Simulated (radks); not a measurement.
Species: Pm45+. Configuration: [Ne] 3s2 3p4 (the NIST ground configuration).

All-electron calculation, Dirac Kohn-Sham, PBE, spin-unpolarised, spherical densities, finite nucleus; open shells are shared between the two j in proportion to 2j + 1; Fermi nuclear charge, rms radius 4.962 fm. Program: a radial shooting solver on a logarithmic mesh with Libxc functionals.

Energy parts (eV):
total: -221786.79
kinetic: 243217.60
electron-nucleus: -489192.69
Hartree: 27759.56
exchange-correlation: -3571.25

Orbitals (lengths in bohr, moments of r in powers of bohr):
orbital     occ.  eigenvalue (eV)      <r>      <r^2>  <1/r>
1s1/2          2        -47893.70  0.02317  0.0007314  67.43
2s1/2          2        -10115.96  0.09729    0.01121  16.19
2p1/2          2        -9762.392  0.08141   0.008155  16.13
2p3/2          4        -9189.156  0.08769   0.009327  14.45
3s1/2          2        -3948.488   0.2377    0.06443  6.478
3p1/2    1.33333        -3817.573   0.2249    0.05858  6.409
3p3/2    2.66667        -3672.988   0.2344    0.06347  5.969
3d3/2          0        -3486.174   0.2027    0.04744  5.842
3d5/2          0        -3451.581   0.2057    0.04873  5.731
4s1/2          0        -2073.137   0.4467     0.2246  3.405

The highest occupied level is 3p3/2 at -3673.0 eV. The density falls to 0.001 e/bohr^3 at r = 0.69 bohr. The electron density at the nucleus is 4.935e+05 e/bohr^3.
